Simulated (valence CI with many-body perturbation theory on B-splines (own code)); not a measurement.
Lu⁶³⁺: what each term of the Hamiltonian does

Calculated by configuration interaction combined with many-body perturbation theory (CI+MBPT): six valence electrons over a frozen Dirac-Fock core [He], radial functions for each j: 9 s, 9 p, 8 d, 6 f, 3 g, 1 h, with the one-electron correlation potential Σ1 (screened to all orders), the two-electron term Σ2, the three-electron term Σ3, Breit, model QED; selected single and double excitations, second order for the rest, scaled by the run's own slope (own B-spline code, finite nucleus).

The last digits are not significant, and no measured levels were compared; by estimate large intervals hold to a few tenths of a per cent, small ones and those within an open d or f shell to about a per cent. Among the levels kept, up to 2200 cm⁻¹ of a level comes from second order outside the variational space, and about a tenth of that is noise between levels of different J, which matters for small intervals.

Each rung adds one term. CI alone is the Dirac-Coulomb CI over the frozen core; QED comes last and gives the full result, which names the levels. Energies are above (2s^2 2p1/2^2 2p3/2^2) J=2 on the same rung, in Ry.

Levels are named by their leading jj configuration (3d3/2^4 stands for four electrons in 3d with j = 3/2), which in mixed levels can hold well under half, so a name can repeat and another be missing. Letters in brackets count levels of one name in rising energy.

```csv
Level,CI alone,+ Σ1,+ Σ2,+ Σ3,+ Breit,Full
(2s^2 2p1/2^2 2p3/2^2) J=0,3.66,3.66,3.68,3.68,4.21,4.21
(2s^2 2p1/2 2p3/2^3) J=1,85.67,85.69,85.69,85.69,84.85,84.96
(2s^2 2p1/2 2p3/2^3) J=2,87.55,87.57,87.58,87.57,86.22,86.34
(2s 2p1/2^2 2p3/2^3) J=2,114.25,114.24,114.22,114.20,114.08,113.06
(2s 2p1/2^2 2p3/2^3) J=1,119.92,119.91,119.88,119.85,119.90,118.88
(2s^2 2p3/2^4) J=0,174.60,174.63,174.66,174.64,172.77,172.99
(2s 2p1/2 2p3/2^4) J=0,200.73,200.74,200.73,200.72,199.74,198.85
(2s 2p1/2 2p3/2^4) J=1,203.77,203.78,203.76,203.73,202.49,201.59
(2p1/2^2 2p3/2^4) J=0,236.76,236.74,236.69,236.64,236.69,234.67
(2s^2 2p1/2^2 2p3/2 3s) J=2,584.14,584.16,584.18,584.16,583.46,583.65
(2s^2 2p1/2^2 2p3/2 3s) J=1,584.75,584.77,584.79,584.77,584.10,584.29
(2s^2 2p1/2^2 2p3/2 3p1/2) J=1,592.45,592.46,592.48,592.46,592.18,592.04
(2s^2 2p1/2^2 2p3/2 3p1/2) J=2,592.71,592.72,592.73,592.71,592.29,592.16
(2s^2 2p1/2^2 2p3/2 3p3/2) J=3,617.20,617.22,617.23,617.22,616.43,616.33
(2s^2 2p1/2^2 2p3/2 3p3/2) J=1,617.18,617.20,617.21,617.20,616.46,616.36
(2s^2 2p1/2^2 2p3/2 3p3/2) J=2,619.16,619.18,619.19,619.17,618.46,618.37
(2s^2 2p1/2^2 2p3/2 3p3/2) J=0,620.77,620.79,620.81,620.80,620.29,620.19
(2s^2 2p1/2^2 2p3/2 3d3/2) J=2,625.64,625.66,625.68,625.67,624.94,624.79
(2s^2 2p1/2^2 2p3/2 3d3/2) J=3,626.36,626.38,626.40,626.39,625.51,625.37
(2s^2 2p1/2^2 2p3/2 3d3/2) J=1,626.46,626.48,626.50,626.49,625.76,625.62
(2s^2 2p1/2^2 2p3/2 3d3/2) J=0,626.43,626.45,626.48,626.47,626.01,625.87
(2s^2 2p1/2^2 2p3/2 3d5/2) J=4,632.19,632.21,632.24,632.22,631.21,631.08
(2s^2 2p1/2^2 2p3/2 3d5/2) J=2,632.94,632.96,632.98,632.97,632.03,631.90
(2s^2 2p1/2^2 2p3/2 3d5/2) J=3,634.17,634.19,634.21,634.20,633.15,633.02
(2s^2 2p1/2^2 2p3/2 3d5/2) J=1,634.84,634.86,634.88,634.87,634.02,633.90
(2s^2 2p1/2 2p3/2^2 3s) J=2 [a],668.87,668.90,668.92,668.91,667.08,667.39
(2s^2 2p1/2 2p3/2^2 3s) J=1 [a],669.72,669.76,669.77,669.76,667.93,668.24
(2s^2 2p1/2 2p3/2^2 3s) J=3,671.34,671.38,671.40,671.38,668.87,669.18
(2s^2 2p1/2 2p3/2^2 3s) J=2 [b],671.87,671.90,671.92,671.90,669.47,669.78
(2s^2 2p1/2 2p3/2^2 3s) J=0,674.08,674.11,674.15,674.12,672.53,672.83
(2s^2 2p1/2 2p3/2^2 3s) J=1 [b],674.41,674.44,674.47,674.45,672.77,673.08
```

Problem. How does the ionisation energy move along the ladder, and which term matters most?

Solution. CI alone 14906, + Σ1 14907, + Σ2 14907, + Σ3 14907, + Breit 14893, + QED 14891 eV. The largest step is Breit, -14 eV. NIST lists 14890 ± 19 eV (theoretical).
